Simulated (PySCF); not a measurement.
hydrogen selenide (H$_{2}$Se), singlet, at a GFN2-xTB geometry; HF/STO-3G (PySCF).

PySCF was given this input:
```python
from pyscf import gto, scf

mol = gto.M(
    atom='''
Se   -0.002122    0.055731   -0.001401
H    -0.991565   -0.986707    0.017580
H     1.063712   -0.908138    0.030069
''',
    basis='sto-3g',
    charge=0,
    spin=0,
    verbose=4,
    symmetry=True,
)

mf = scf.RHF(mol)
mf.irrep_nelec = {"A'": 28, 'A"': 8}
mf.kernel()
mf.analyze()
```

What the program printed (banner, timings and long lists left out):

```
PySCF version 2.14.0

[INPUT] verbose = 4
[INPUT] num. atoms = 3
[INPUT] num. electrons = 36
[INPUT] charge = 0
[INPUT] spin (= nelec alpha-beta = 2S) = 0
[INPUT] symmetry True subgroup None
[INPUT] Mole.unit = angstrom
[INPUT] Symbol           X                Y                Z      unit          X                Y                Z       unit  Magmom
[...]
nuclear repulsion = 25.291909656863
point group symmetry = Cs
symmetry origin: [-5.24923923e-08  4.72431531e-07  7.87385885e-07]
symmetry axis x: [ 0.0380329  -0.9989607   0.02512005]
symmetry axis y: [0.99925179 0.03819668 0.00607207]
symmetry axis z: [ 0.00702526 -0.02487031 -0.999666  ]
num. orbitals of irrep A' = 15
num. orbitals of irrep A" = 5
number of shells = 10
number of NR pGTOs = 60
number of NR cGTOs = 20
basis = sto-3g
ecp = {}

******** <class 'pyscf.scf.hf_symm.SymAdaptedRHF'> ********
method = SymAdaptedRHF
initial guess = minao
damping factor = 0
level_shift factor = 0
DIIS = <class 'pyscf.scf.diis.CDIIS'>
diis_start_cycle = 1
diis_space = 8
diis_damp = 0
SCF conv_tol = 1e-09
SCF conv_tol_grad = None
SCF max_cycles = 50
direct_scf = True
direct_scf_tol = 1e-13
Freeze 36 electrons in irreps ["A'", 'A"']
    0 free electrons in irreps
Set gradient conv threshold to 3.16228e-05
Initial guess from minao.
init E= -2371.13435355481
HOMO (A') = 0.0618501712450007  LUMO (A") = -0.485682613695309  gap/eV = -14.89913

WARN: A' HOMO 0.0618501712450007 > system LUMO -0.485682613695309

WARN: A" LUMO -0.485682613695309 < system HOMO 0.0618501712450007

cycle= 1 E= -2373.92557728091  delta_E= -2.79  |g|= 0.151  |ddm|= 4.03
HOMO (A') = 0.104717928269377  LUMO (A") = -0.00873688465288722  gap/eV = -3.08726

WARN: A' HOMO 0.104717928269377 > system LUMO -0.00873688465288722

WARN: A" LUMO -0.00873688465288722 < system HOMO 0.104717928269377

cycle= 2 E= -2373.9279567404  delta_E= -0.00238  |g|= 0.0117  |ddm|= 0.0972
HOMO (A') = 0.103606978930765  LUMO (A") = -0.0122529714968497  gap/eV = -3.15271

WARN: A' HOMO 0.103606978930765 > system LUMO -0.0122529714968497

WARN: A" LUMO -0.0122529714968497 < system HOMO 0.103606978930765

cycle= 3 E= -2373.92799053706  delta_E= -3.38e-05  |g|= 0.001  |ddm|= 0.018
HOMO (A') = 0.103509084518568  LUMO (A") = -0.0127210162772875  gap/eV = -3.16278

WARN: A' HOMO 0.103509084518568 > system LUMO -0.0127210162772875

WARN: A" LUMO -0.0127210162772875 < system HOMO 0.103509084518568

cycle= 4 E= -2373.92799115495  delta_E= -6.18e-07  |g|= 6.88e-05  |ddm|= 0.00308
HOMO (A') = 0.103505849821804  LUMO (A") = -0.0127408138718005  gap/eV = -3.16323

WARN: A' HOMO 0.103505849821804 > system LUMO -0.0127408138718005

WARN: A" LUMO -0.0127408138718005 < system HOMO 0.103505849821804

cycle= 5 E= -2373.92799115776  delta_E= -2.8e-09  |g|= 5.31e-06  |ddm|= 0.000223
HOMO (A') = 0.10350598756754  LUMO (A") = -0.0127404722977747  gap/eV = -3.16323

WARN: A' HOMO 0.10350598756754 > system LUMO -0.0127404722977747

WARN: A" LUMO -0.0127404722977747 < system HOMO 0.10350598756754

cycle= 6 E= -2373.92799115777  delta_E= -9.55e-12  |g|= 2.64e-07  |ddm|= 1.17e-05
HOMO (A') = 0.103505998789452  LUMO (A") = -0.0127404230786604  gap/eV = -3.16323

WARN: A' HOMO 0.103505998789452 > system LUMO -0.0127404230786604

WARN: A" LUMO -0.0127404230786604 < system HOMO 0.103505998789452

Extra cycle  E= -2373.92799115777  delta_E= -2.73e-12  |g|= 4.68e-08  |ddm|= 3.69e-07
converged SCF energy = -2373.92799115777
**** SCF Summaries ****
Total Energy =                       -2373.927991157771885
Nuclear Repulsion Energy =              25.291909656863027
One-electron Energy =                -3372.287736271847280
Two-electron Energy =                  973.067835457212368
Two-electron Coulomb Energy =         1060.375293396529287
DFT Exchange-Correlation Energy =      -87.307457939316919
HOMO-LUMO gap [eV] =                    -3.163226258896969
Wave-function symmetry = A'
occupancy for each irrep:     A'   A"
                              14    4
**** MO energy ****
[...]
 ** Mulliken pop on meta-lowdin orthogonal AOs  **
 ** Mulliken pop  **
[...]
 ** Mulliken atomic charges  **
charge of    0Se =      0.82105
charge of    1H =     -0.41052
charge of    2H =     -0.41052
Dipole moment(X, Y, Z, Debye): -0.05770,  1.51521, -0.03810
```
